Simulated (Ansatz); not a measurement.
```yaml
atoms:
  - { symbol: S, position_ang: [0.0072, 0.0046, -0.0744] }
  - { symbol: H, position_ang: [0.0028, 0.0037, 1.2832] }
```

Basis set: STO-3G (spherical functions). Correlated methods keep 5 orbitals frozen. Charge 0, multiplicity 2.

Computed with Ansatz (development build ahead of 0.2.0); each method stands on the lowest determinant of its kind that the runs found.

The atomization energy at this shape (free ground-state atoms in the same class of orbitals less the molecule, no zero-point energy) of doublet SH:

| method | atomization energy |
| --- | --- |
| UHF-MP2 | 80.15 kcal/mol |

Task: What does UHF give?

Result: 71.04 kcal/mol.

This basis has no polarisation functions and is too small for such energies, which can lie far from measured ones in either direction.
